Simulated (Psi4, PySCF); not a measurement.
H₂Cl₂OSi, singlet, at a GFN2-xTB geometry. Base run: BLYP/6-31G, TDA (PySCF).

Input for PySCF:
```python
from pyscf import gto, scf, dft, tdscf

mol = gto.M(
    atom='''
Si    0.03178846   -0.44809257    0.33333373
O    -1.33350258   -1.28426862    0.12906388
Cl   -0.36281234    1.40504158    1.01803581
Cl    1.04160721   -0.29655377   -1.40331102
H     0.73412239   -1.25189336    1.30556751
H    -2.05065303   -1.04495447   -0.45507216
''',
    basis='6-31g',
    verbose=4,
)

mf = dft.RKS(mol)
mf.xc = 'blyp'
mf.kernel()
td = mf.TDA()
td.nstates = 5
td.kernel()
td.analyze()
```

Programs used: Psi4, PySCF; a row that names a program was run with it.

Each row names what was changed in the base input (with any setting that the change needs).

| change | first excitation (eV) | oscillator strength of the first | second (eV) |
|---|---|---|---|
| base | 7.12 | 0.000 | 7.58 |
| functional = b3lyp | 7.76 | 0.002 | 8.13 |
| states = triplets | 6.81 | - | 7.14 |
| code = psi4 | 7.12 | 0.000 | 7.58 |
| functional = pbe | 7.19 | 0.000 | 7.69 |
| basis = 6-31+G* | 6.82 | 0.000 | 7.17 |
| functional = wb97x | 8.41 | 0.004 | 8.70 |
| functional = m062x | ? | ? | ? |
| functional = hf | 9.59 | 0.028 | 9.77 |
| functional = bhandhlyp | ? | ? | ? |
| functional = pbe0 | ? | ? | ? |

**Question.** Complete the blanks.

**Answer.** 
- functional = m062x, first excitation (eV): 8.12
- functional = m062x, oscillator strength of the first: 0.008
- functional = m062x, second (eV): 8.36
- functional = bhandhlyp, first excitation (eV): 8.52
- functional = bhandhlyp, oscillator strength of the first: 0.010
- functional = bhandhlyp, second (eV): 8.77
- functional = pbe0, first excitation (eV): 7.99
- functional = pbe0, oscillator strength of the first: 0.003
- functional = pbe0, second (eV): 8.33

An iterative solver can miss low states, so a row lists the states that it found.
